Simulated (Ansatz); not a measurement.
CH7BGeS can be A, `CB[S][GeH3]`, or B, `CS[BH][GeH3]`.

Gas-phase electronic energies from Ansatz, PBE0-D4/def2-TZVP geometries. CCSD(T)/CBS is the MP2 limit (def2-TZVPP, def2-QZVPP) plus CCSD(T) − MP2 in def2-TZVPP, frozen cores. DFT in def2-TZVPP. B3LYP here is the variant with VWN-RPA as its local correlation; programs differ in this. For Ge outer-core shells are correlated without core-valence functions, which leaves a few kJ/mol of doubt a bond. Scalar relativity is left out up to krypton. One conformer a species, not always the lowest.

Which is lower in electronic energy at CCSD(T)/CBS, and by how much? (Estimate.)

The calculation gave: A, by 91.0 kJ/mol.

Give E(B) − E(A) in kJ/mol with B3LYP, CCSD/def2-TZVPP, MP2/def2-TZVPP, B2PLYP, r2SCAN-D4, ωB97M-V, CCSD(T)/def2-TZVPP. (An estimate is asked.)

Ansatz gave: B3LYP 92.9, CCSD/def2-TZVPP 95.1, MP2/def2-TZVPP 98.4, B2PLYP 94.9, r2SCAN-D4 93.9, ωB97M-V 96.4, CCSD(T)/def2-TZVPP 92.8. None reverses the order clearly.

Largest T1 diagnostic: 0.014.

From PBE to PBE0 (25 % exact exchange), in def2-TZVPP and without D4, E(B) − E(A) moves by +5.9 kJ/mol. In def2-TZVPP, CCSD(T) changes the Hartree–Fock value by −15.8 kJ/mol (the triples alone add −2.3 kJ/mol) and MP2 by −10.3 kJ/mol.
